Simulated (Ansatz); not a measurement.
Ansatz (a quantum-chemistry and plane-wave program) input (B3LYP-D3(BJ)/def2-TZVP):

Ansatz 0.2 input:
```yaml
crystal:
  periodic: [false, false, false]
  atoms:
    - {symbol: Si, position_ang: [0.07253598, -0.53002371, 0.04682337]}
    - {symbol: O, position_ang: [-0.21538063, 1.00680148, -0.08995320]}
    - {symbol: H, position_ang: [-1.13206193, -1.35482793, 0.10253438]}
    - {symbol: H, position_ang: [1.44688769, -1.03755037, 0.10864936]}
    - {symbol: H, position_ang: [0.39271559, 1.75829848, -0.14708533]}
basis:
  gaussian:
    orbitals: def2-TZVP
hamiltonian:
  xc: b3lyp
  dispersion: d3bj
total_charge: 1
phonons: {temperatures: {t_min: 298.15, t_max: 298.15, t_step: 100}}
```

Output:

```
Functional definition: B3LYP
integrals: 0.02 GiB planned
544 factors; their error is unknown
mean field: 0.19 GiB planned
mean field evaluation 1: about -9951.9517 eV, gradient 1.0e2 eV
mean field evaluation 2: about -9871.1748 eV, gradient 1.9e2 eV
mean field evaluation 4: about -9967.4745 eV, gradient 5.5e0 eV
mean field evaluation 8: about -9967.5272 eV, gradient 2.9e-2 eV
mean field evaluation 16: about -9967.5551 eV, gradient 2.6e-5 eV
mean field -9967.55506430 eV, -366.3008923616 hartree, gradient 2.6e-5 eV, S^2 0.000000; 0 other end points of the search recorded, 0 dependent functions left out
the calculation of the forces begins
reference -9967.55526589 eV, -366.3008997697 hartree; 12, 12 occupied and 74, 74 virtual orbitals, 544 factors
these checks for a lower state are left out or cut short: stability, starts, cluster_reference, orbital_swaps, neighbouring_geometries, increment
integrals: 0.02 GiB planned
544 factors; their error is unknown
mean field: 0.19 GiB planned
mean field -9967.55487962 eV, -366.3008855748 hartree, gradient 9.9e-7 eV, S^2 0.000000; 0 other end points of the search recorded, 0 dependent functions left out
the calculation of the forces begins
reference -9967.55508123 eV, -366.3008929835 hartree; 12, 12 occupied and 74, 74 virtual orbitals, 544 factors
these checks for a lower state are left out or cut short: stability, starts, cluster_reference, orbital_swaps, neighbouring_geometries, increment
integrals: 0.02 GiB planned
544 factors; their error is unknown
mean field: 0.19 GiB planned
mean field evaluation 32: about -9967.5549 eV, gradient 9.9e-7 eV
mean field -9967.55489731 eV, -366.3008862249 hartree, gradient 9.9e-7 eV, S^2 0.000000; 0 other end points of the search recorded, 0 dependent functions left out
the calculation of the forces begins
reference -9967.55509888 eV, -366.3008936325 hartree; 12, 12 occupied and 74, 74 virtual orbitals, 544 factors
these checks for a lower state are left out or cut short: stability, starts, cluster_reference, orbital_swaps, neighbouring_geometries, increment
integrals: 0.02 GiB planned
544 factors; their error is unknown
mean field: 0.19 GiB planned
mean field -9967.55499159 eV, -366.3008896895 hartree, gradient 1.3e-6 eV, S^2 0.000000; 0 other end points of the search recorded, 0 dependent functions left out
the calculation of the forces begins
reference -9967.55519317 eV, -366.3008970976 hartree; 12, 12 occupied and 74, 74 virtual orbitals, 544 factors
these checks for a lower state are left out or cut short: stability, starts, cluster_reference, orbital_swaps, neighbouring_geometries, increment
integrals: 0.02 GiB planned
544 factors; their error is unknown
mean field: 0.19 GiB planned
mean field -9967.55499815 eV, -366.3008899307 hartree, gradient 1.9e-6 eV, S^2 0.000000; 0 other end points of the search recorded, 0 dependent functions left out
the calculation of the forces begins
reference -9967.55519974 eV, -366.3008973390 hartree; 12, 12 occupied and 74, 74 virtual orbitals, 544 factors
these checks for a lower state are left out or cut short: stability, starts, cluster_reference, orbital_swaps, neighbouring_geometries, increment
integrals: 0.02 GiB planned
544 factors; their error is unknown
mean field: 0.19 GiB planned
mean field -9967.55484654 eV, -366.3008843591 hartree, gradient 1.0e-6 eV, S^2 0.000000; 0 other end points of the search recorded, 0 dependent functions left out
the calculation of the forces begins
reference -9967.55504810 eV, -366.3008917663 hartree; 12, 12 occupied and 74, 74 virtual orbitals, 544 factors
these checks for a lower state are left out or cut short: stability, starts, cluster_reference, orbital_swaps, neighbouring_geometries, increment
integrals: 0.02 GiB planned
544 factors; their error is unknown
mean field: 0.19 GiB planned
mean field -9967.55482652 eV, -366.3008836234 hartree, gradient 9.9e-7 eV, S^2 0.000000; 0 other end points of the search recorded, 0 dependent functions left out
the calculation of the forces begins
reference -9967.55502813 eV, -366.3008910325 hartree; 12, 12 occupied and 74, 74 virtual orbitals, 544 factors
these checks for a lower state are left out or cut short: stability, starts, cluster_reference, orbital_swaps, neighbouring_geometries, increment
integrals: 0.02 GiB planned
544 factors; their error is unknown
mean field: 0.19 GiB planned
mean field evaluation 64: about -9967.5550 eV, gradient 1.7e-1 eV
mean field -9967.55502487 eV, -366.3008909124 hartree, gradient 1.0e-6 eV, S^2 0.000000; 0 other end points of the search recorded, 0 dependent functions left out
the calculation of the forces begins
reference -9967.55522642 eV, -366.3008983195 hartree; 12, 12 occupied and 74, 74 virtual orbitals, 544 factors
these checks for a lower state are left out or cut short: stability, starts, cluster_reference, orbital_swaps, neighbouring_geometries, increment
integrals: 0.02 GiB planned
544 factors; their error is unknown
mean field: 0.19 GiB planned
mean field -9967.55502314 eV, -366.3008908489 hartree, gradient 9.9e-7 eV, S^2 0.000000; 0 other end points of the search recorded, 0 dependent functions left out
the calculation of the forces begins
reference -9967.55522476 eV, -366.3008982582 hartree; 12, 12 occupied and 74, 74 virtual orbitals, 544 factors
these checks for a lower state are left out or cut short: stability, starts, cluster_reference, orbital_swaps, neighbouring_geometries, increment
integrals: 0.02 GiB planned
544 factors; their error is unknown
mean field: 0.19 GiB planned
mean field -9967.55503233 eV, -366.3008911866 hartree, gradient 2.6e-6 eV, S^2 0.000000; 0 other end points of the search recorded, 0 dependent functions left out
the calculation of the forces begins
reference -9967.55523389 eV, -366.3008985937 hartree; 12, 12 occupied and 74, 74 virtual orbitals, 544 factors
these checks for a lower state are left out or cut short: stability, starts, cluster_reference, orbital_swaps, neighbouring_geometries, increment
integrals: 0.02 GiB planned
544 factors; their error is unknown
mean field: 0.19 GiB planned
mean field -9967.55504682 eV, -366.3008917192 hartree, gradient 5.9e-7 eV, S^2 0.000000; 0 other end points of the search recorded, 0 dependent functions left out
the calculation of the forces begins
reference -9967.55524843 eV, -366.3008991283 hartree; 12, 12 occupied and 74, 74 virtual orbitals, 544 factors
these checks for a lower state are left out or cut short: stability, starts, cluster_reference, orbital_swaps, neighbouring_geometries, increment
integrals: 0.02 GiB planned
544 factors; their error is unknown
mean field: 0.19 GiB planned
mean field -9967.55503653 eV, -366.3008913410 hartree, gradient 1.5e-6 eV, S^2 0.000000; 0 other end points of the search recorded, 0 dependent functions left out
the calculation of the forces begins
reference -9967.55523809 eV, -366.3008987481 hartree; 12, 12 occupied and 74, 74 virtual orbitals, 544 factors
these checks for a lower state are left out or cut short: stability, starts, cluster_reference, orbital_swaps, neighbouring_geometries, increment
integrals: 0.02 GiB planned
544 factors; their error is unknown
mean field: 0.19 GiB planned
mean field evaluation 96: about -9967.5292 eV, gradient 1.8e-1 eV
mean field -9967.55504460 eV, -366.3008916374 hartree, gradient 2.0e-6 eV, S^2 0.000000; 0 other end points of the search recorded, 0 dependent functions left out
the calculation of the forces begins
reference -9967.55524621 eV, -366.3008990467 hartree; 12, 12 occupied and 74, 74 virtual orbitals, 544 factors
these checks for a lower state are left out or cut short: stability, starts, cluster_reference, orbital_swaps, neighbouring_geometries, increment
integrals: 0.02 GiB planned
544 factors; their error is unknown
mean field: 0.19 GiB planned
mean field -9967.55504221 eV, -366.3008915496 hartree, gradient 1.8e-6 eV, S^2 0.000000; 0 other end points of the search recorded, 0 dependent functions left out
the calculation of the forces begins
reference -9967.55524378 eV, -366.3008989571 hartree; 12, 12 occupied and 74, 74 virtual orbitals, 544 factors
these checks for a lower state are left out or cut short: stability, starts, cluster_reference, orbital_swaps, neighbouring_geometries, increment
integrals: 0.02 GiB planned
544 factors; their error is unknown
mean field: 0.19 GiB planned
mean field -9967.55505944 eV, -366.3008921829 hartree, gradient 2.4e-6 eV, S^2 0.000000; 0 other end points of the search recorded, 0 dependent functions left out
the calculation of the forces begins
reference -9967.55526104 eV, -366.3008995917 hartree; 12, 12 occupied and 74, 74 virtual orbitals, 544 factors
these checks for a lower state are left out or cut short: stability, starts, cluster_reference, orbital_swaps, neighbouring_geometries, increment
integrals: 0.02 GiB planned
544 factors; their error is unknown
mean field: 0.19 GiB planned
mean field -9967.55504323 eV, -366.3008915874 hartree, gradient 7.2e-7 eV, S^2 0.000000; 0 other end points of the search recorded, 0 dependent functions left out
the calculation of the forces begins
reference -9967.55524486 eV, -366.3008989969 hartree; 12, 12 occupied and 74, 74 virtual orbitals, 544 factors
these checks for a lower state are left out or cut short: stability, starts, cluster_reference, orbital_swaps, neighbouring_geometries, increment
integrals: 0.02 GiB planned
544 factors; their error is unknown
mean field: 0.19 GiB planned
mean field -9967.55502866 eV, -366.3008910516 hartree, gradient 7.8e-7 eV, S^2 0.000000; 0 other end points of the search recorded, 0 dependent functions left out
the calculation of the forces begins
reference -9967.55523021 eV, -366.3008984585 hartree; 12, 12 occupied and 74, 74 virtual orbitals, 544 factors
these checks for a lower state are left out or cut short: stability, starts, cluster_reference, orbital_swaps, neighbouring_geometries, increment
integrals: 0.02 GiB planned
544 factors; their error is unknown
mean field: 0.19 GiB planned
mean field evaluation 128: about -9967.5291 eV, gradient 2.1e-1 eV
mean field -9967.55498018 eV, -366.3008892703 hartree, gradient 1.1e-6 eV, S^2 0.000000; 0 other end points of the search recorded, 0 dependent functions left out
the calculation of the forces begins
reference -9967.55518183 eV, -366.3008966805 hartree; 12, 12 occupied and 74, 74 virtual orbitals, 544 factors
these checks for a lower state are left out or cut short: stability, starts, cluster_reference, orbital_swaps, neighbouring_geometries, increment
integrals: 0.02 GiB planned
544 factors; their error is unknown
mean field: 0.19 GiB planned
mean field -9967.55495080 eV, -366.3008881905 hartree, gradient 1.0e-6 eV, S^2 0.000000; 0 other end points of the search recorded, 0 dependent functions left out
the calculation of the forces begins
reference -9967.55515233 eV, -366.3008955966 hartree; 12, 12 occupied and 74, 74 virtual orbitals, 544 factors
these checks for a lower state are left out or cut short: stability, starts, cluster_reference, orbital_swaps, neighbouring_geometries, increment
integrals: 0.02 GiB planned
544 factors; their error is unknown
mean field: 0.19 GiB planned
mean field -9967.55503124 eV, -366.3008911466 hartree, gradient 1.7e-6 eV, S^2 0.000000; 0 other end points of the search recorded, 0 dependent functions left out
the calculation of the forces begins
reference -9967.55523285 eV, -366.3008985558 hartree; 12, 12 occupied and 74, 74 virtual orbitals, 544 factors
these checks for a lower state are left out or cut short: stability, starts, cluster_reference, orbital_swaps, neighbouring_geometries, increment
integrals: 0.02 GiB planned
544 factors; their error is unknown
mean field: 0.19 GiB planned
mean field -9967.55503291 eV, -366.3008912078 hartree, gradient 1.5e-6 eV, S^2 0.000000; 0 other end points of the search recorded, 0 dependent functions left out
the calculation of the forces begins
reference -9967.55523446 eV, -366.3008986150 hartree; 12, 12 occupied and 74, 74 virtual orbitals, 544 factors
Total energy: -9967.66276007 eV, -366.3048501081 hartree
Atom 0 at     0.072536    -0.530024     0.046823 Å, force    -0.001916     0.000576    -0.000075 eV/Å
Atom 1 at    -0.215381     1.006801    -0.089953 Å, force     0.001066    -0.000903     0.000092 eV/Å
Atom 2 at    -1.132062    -1.354828     0.102534 Å, force    -0.000351    -0.000063     0.000001 eV/Å
Atom 3 at     1.446888    -1.037550     0.108649 Å, force     0.001603    -0.000252     0.000043 eV/Å
Atom 4 at     0.392716     1.758298    -0.147085 Å, force    -0.000401     0.000641    -0.000061 eV/Å
Dipole moment:     0.325279    -0.256896     0.026472 e Å
Vibrations: 570.72 607.53 725.76 735.54 941.70 1088.65 2301.97 2376.48 3776.10 cm⁻¹, zero-point energy 0.813612 eV
```

It need not be the lowest isomer of its formula.
